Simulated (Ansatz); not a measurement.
Isolated molecules relaxed with PBE0-D4/def2-TZVP in Ansatz; ΔE leaves out vibrations. CCSD(T)/CBS adds triple-zeta CCSD(T) − MP2 to the extrapolated MP2 energy (def2 sets, frozen cores). DFT in def2-TZVPP. For Ge outer-core shells are correlated without core-valence functions, which leaves a few kJ/mol of doubt a bond. Scalar relativity is left out up to krypton. Each species was taken in one conformer, which may not be the lowest.

`Cl[SiH2]S[SiH2]Cl` + `CC#[C][GeH3]` → `CC#C[SiH2]Cl` + `Cl[SiH2][S][GeH3]`  (redistribution)

(1) Is it downhill or uphill in electronic energy at CCSD(T)/CBS, and by how much? (Estimate.)

(2) What do these levels give: B2PLYP, MP2/def2-TZVPP, SCS-MP2/def2-TZVPP, CCSD(T)/def2-TZVPP, MP2/CBS(def2), CCSD/CBS(def2)? (Best estimate.)

Largest T1 diagnostic among the species: 0.012.

Answers

(1) Ansatz gave: Downhill: ΔE = -4.4 kJ/mol.

(2) Computed: B2PLYP -8.7, MP2/def2-TZVPP -2.5, SCS-MP2/def2-TZVPP -4.4, CCSD(T)/def2-TZVPP -3.5, MP2/CBS(def2) -3.5, CCSD/CBS(def2) -5.5 kJ/mol.

The D4 term adds +6.2 kJ/mol with B3LYP and +3.4 kJ/mol with PBE0; it sums over pairs of atoms, weighted by their polarisabilities, and B3LYP, whose exchange is more repulsive, gets the larger term. In def2-TZVPP, CCSD(T) changes the Hartree–Fock value by +9.0 kJ/mol (the triples alone add +1.0 kJ/mol) and MP2 by +10.0 kJ/mol.

B3LYP here is the variant with VWN-RPA as its local correlation; programs differ in this.
